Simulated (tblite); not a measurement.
Start geometry of `C(C#C)#CC(=C)C(=C)F` from a force field or distance geometry (Å):
```
atom  x, y, z in Å
C1     3.0870    3.0799   -0.1390
C2     2.3137    2.1593   -0.1075
C3     1.3528    0.9606   -0.0426
C4     0.5811    0.0440   -0.0147
C5    -0.3225   -1.0707    0.0499
C6     0.1415   -2.2571    0.4576
C7    -1.7114   -0.9000   -0.3566
C8    -2.2842    0.2292   -0.7794
F9    -2.4953   -2.0054   -0.2755
H10    3.7490    3.9047   -0.1693
H11   -0.4963   -3.1337    0.5162
H12    1.1790   -2.3915    0.7585
H13   -1.7576    1.1611   -0.8722
H14   -3.3375    0.2193   -1.0525
```

Q: What comes out of this run: GFN2-xTB geometry optimisation, gas phase (tblite)?

A: 
```
atom  x, y, z in Å
C1     2.916    2.999   -0.159
C2     2.173    2.052   -0.107
C3     1.334    0.988   -0.053
C4     0.577    0.044   -0.009
C5    -0.279   -1.077    0.055
C6     0.165   -2.273    0.468
C7    -1.668   -0.856   -0.354
C8    -2.199    0.285   -0.774
F9    -2.451   -1.957   -0.275
H10    3.567    3.820   -0.202
H11   -0.491   -3.125    0.515
H12    1.189   -2.417    0.765
H13   -1.602    1.174   -0.845
H14   -3.235    0.343   -1.053
```

The energy falls by 0.601 eV over 56 L-BFGS steps, the largest force on an atom goes from 5.46 to 0.009 eV/Å, and the atoms move by 0.114 Å rms after alignment. The bond that changes most is C2–C3 (both ends alkyne carbon), which shortens by 0.182 Å. Bonds longer at the end by more than 0.005 Å: 2 of 13; shorter: 7. Among the angles that change most is C4–C5–C7, from 119.7° to 116.2°. Rotational constants go from 4355, 699.2, 602.5 to 4302, 751.0, 639.4 MHz. The orientation of the end geometry is arbitrary; only internal coordinates are fixed.

The run took 0.31 s of wall time on an Arm Neoverse V1 with one thread, shared host with 32 logical CPUs at a one-minute load of 18.

Its GFN2-xTB frequencies are all real (lowest 48 cm⁻¹). One conformer, not necessarily the lowest.

The numbers are calculated, not measured.
